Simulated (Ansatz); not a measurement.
Si3O6⁻. The state is a doublet with charge -1. Geometry PBE0-D4/def2-SVP, that of the neutral singlet.

```xyz
9

Si    0.000    0.000    0.000
Si    1.351   -1.667    1.030
Si   -1.351    1.667   -1.029
O     1.620   -0.412   -0.059
O    -0.891    0.095   -1.413
O    -0.276   -1.246    1.082
O    -0.453    1.563    0.389
O    -2.210    2.727   -1.683
O     2.210   -2.726    1.684
```

At PBE-D4/def2-TZVPD the highest occupied level of the charge -1 doublet lies above zero (up to 0.20 eV). By energy differences its removal costs 1.88 eV (vertical, to the charge 0 singlet, at PBE-D4/def2-TZVPD); a positive level beside a positive removal energy at the same level points to self-interaction error. The structure comes from a short search, and lower isomers may exist.

Question: Estimate the α-spin orbital energies around the gap (eV) in Ansatz with PBE-D4/def2-TZVPD, PBE0-D4/def2-TZVPD.

Answer: 
| orbital | PBE-D4/def2-TZVPD | PBE0-D4/def2-TZVPD |
| --- | --- | --- |
| HOMO−5 | -4.69 | -6.38 |
| HOMO−4 | -4.00 | -5.50 |
| HOMO−3 | -4.00 | -5.50 |
| HOMO−2 | -3.71 | -5.30 |
| HOMO−1 | -3.71 | -5.30 |
| HOMO | 0.20 | -0.18 |
| LUMO | 1.11 | 1.58 |
| LUMO+1 | 2.19 | 2.97 |
| LUMO+2 | 2.19 | 2.97 |
| LUMO+3 | 3.29 | 3.79 |
| LUMO+4 | 3.29 | 3.79 |
| LUMO+5 | 3.37 | 3.79 |
| β HOMO | -3.68 | -5.28 |
| β LUMO | 0.64 | 1.43 |
